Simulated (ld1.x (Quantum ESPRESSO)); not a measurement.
The numbers below are computed, except where a source is named.
## Hardness and transferability of assorted potentials

Generated with ld1.x 7.5 (TM, RRKJ, ultrasoft, PAW), atompaw 4.2 or ONCVPSP 4.0.1. The cutoff is in Ry: for ld1.x and atompaw files where the sum of valence levels is converged to 10 mRy in a Bessel basis, for ONCV files where the hardest occupied wave has 1 mHa per electron of residual kinetic energy. The error is the largest all-electron minus pseudo excitation energy over each file’s own four to seven test configurations (ionisations up to +4, promotions, holes and added fractions of an electron), all of which were solved. The labels leave out finer settings (local radius, basis sizes, second energies), which also bear on the numbers. Spin-polarised tests are not counted. The rows are a selection from randomly drawn settings: files with unsolved tests, undetermined cutoffs or missed reference levels are left out.

A true bound ghost makes a file unfit for plane-wave use even where its test errors are small: the radial tests pick states by their node count and pass the ghost by.

| element | potential | cutoff (Ry) | largest error (meV) | bound ghosts |
| --- | --- | --- | --- | --- |
| O | TM, LDA (PZ), non-relativistic, rc 0.90/1.25/1.10 (spd), local s, core correction yes, reference 2s2 2p3.5 | 90 | +1011 | none |
| Ni | PAW, PBEsol, scalar-relativistic, rc 1.20/0.82/1.10 (spd), local smoothed, core correction yes, reference 3s2 3p6 3d8 4s1.75 4p0.25 | 140 | -31 | none |

**Question.** Fill in the row for Ni: TM, LDA (PZ), scalar-relativistic, rc 1.65/0.75/1.45 (spd), local smoothed, core correction yes, reference 3p6 3d8 4s2 4p0.

**Answer.** cutoff 180 Ry, largest error -36 meV, bound ghosts: s.

**Question.** Fill in the row for O: TM, LDA (PZ), non-relativistic, rc 0.60/1.80/1.28 (spd), local smoothed, core correction yes, reference 2s2 2p3.

**Answer.** cutoff 200 Ry, largest error +1082 meV, bound ghosts: none.

**Question.** Fill in the row for Zn: ultrasoft, PBEsol, non-relativistic, rc 2.15/2.55/1.35 (spd), local smoothed, core correction yes, reference 3d10 4s0 4p0.

**Answer.** cutoff 70 Ry, largest error -347 meV, bound ghosts: none.
